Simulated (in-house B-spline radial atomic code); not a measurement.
The chromium ion Cr²⁺ is squeezed into an impenetrable sphere of radius R (the orbitals vanish at R). Caution: exact exchange at fractional occupations of open shells leaves self-interaction of up to several eV. Method: non-relativistic PBE0, spin-polarised, spherical fractional occupations, point nucleus. Calculated with a radial B-spline atomic code at the basis-set limit.

Energies in eV above the free ion in [Ar] 3d4:

| R (bohr) | highest level (eV) | [Ar] 3d4 | [Ne] 3s2 3p5 3d5 | -dE/dV in [Ar] 3d4 (GPa) |
| --- | --- | --- | --- | --- |
| 9.28 | -25.7 | 0 | 37.95 | 6.46e-06 |
| 6.99 | -25.7 | 0.0006351 | 37.95 | 0.00261 |
| 5.42 | -25.7 | 0.02296 | 37.97 | 0.15 |
| 3.96 | -25 | 0.5453 | 38.46 | 6.39 |
| 3.63 | -24.5 | 1.106 | 39.02 | 15.6 |
| 3.29 | -23.6 | 2.321 | 40.28 | 40.8 |
| 2.43 | -16 | 18.11 | 56.94 | 695 |
| 2.29 | -13.1 | 26.37 | 65.58 | 1180 |
| 1.87 | 3.72 | 88.86 | 129.8 | 6670 |
| 1.3 | 80.3 | 573.7 | 613 | 103000 |

**Question.** Does [Ne] 3s2 3p5 3d5 fall below [Ar] 3d4 under compression?

**Answer.** No, it stays above over the whole range.

The highest level is first positive in the row R = 1.87 bohr, pushed up by confinement above the zero of the free ion's potential. Each configuration is held fixed and needn't be the lowest in the sphere.
